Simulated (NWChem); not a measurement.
# C2H8O2Si; SMILES C([SiH2]O)CO

```xyz
13

O     -0.1746     2.7917     0.0309
C     -0.3670     1.4269    -0.3197
C      0.6049     0.4735     0.3823
Si     0.4994    -1.3369    -0.1525
O     -0.9680    -2.0485     0.2174
H     -0.2948     2.8665     0.9906
H     -1.4077     1.1165    -0.1231
H     -0.2188     1.3902    -1.4046
H      1.6334     0.8196     0.2028
H      0.4473     0.5175     1.4707
H      0.7728    -1.4155    -1.6199
H      1.5126    -2.1274     0.5886
H     -1.7229    -1.7984    -0.3320
```
Atoms are numbered in this order, from 1.

All runs: NWChem. Coordinates come from a B3LYP/6-31G* (spherical d) optimisation. Hybrids' shares of exact exchange are those that their runs print; pure functionals count as 0. The functionals differ in more than this share.

| row | share of exact exchange | highest occupied level (eV) |
|---|---|---|
| PBE/def2-SVP | 0.00 | -5.87 |
| BLYP/def2-SVP | 0.00 | -5.73 |
| B3LYP/def2-SVP | 0.20 | -7.30 |
| PBE0/def2-SVP | 0.25 | -7.61 |
| PW6B95/def2-SVP | 0.28 | -7.74 |
| Hartree-Fock/def2-SVP | 1.00 | withheld |

### Question
Fit a straight line of the last column on the one before it, predict the withheld value, and compare with the run.

### Answer

1. Means of the 5 shown rows: x = 0.146, y = -6.850. Slope Σ(x − x̄)(y − ȳ)/Σ(x − x̄)² = -0.5292/0.07432 = -7.121; intercept -5.810.
2. The shown rows scatter about the line by 0.061 (root mean square); the largest residual is +0.08, at BLYP/def2-SVP.
3. At x = 1.00 (Hartree-Fock/def2-SVP; beyond the shown range) the line gives -12.93.
4. The run gives -11.62, +1.31 from the line, 21.4 times the scatter.
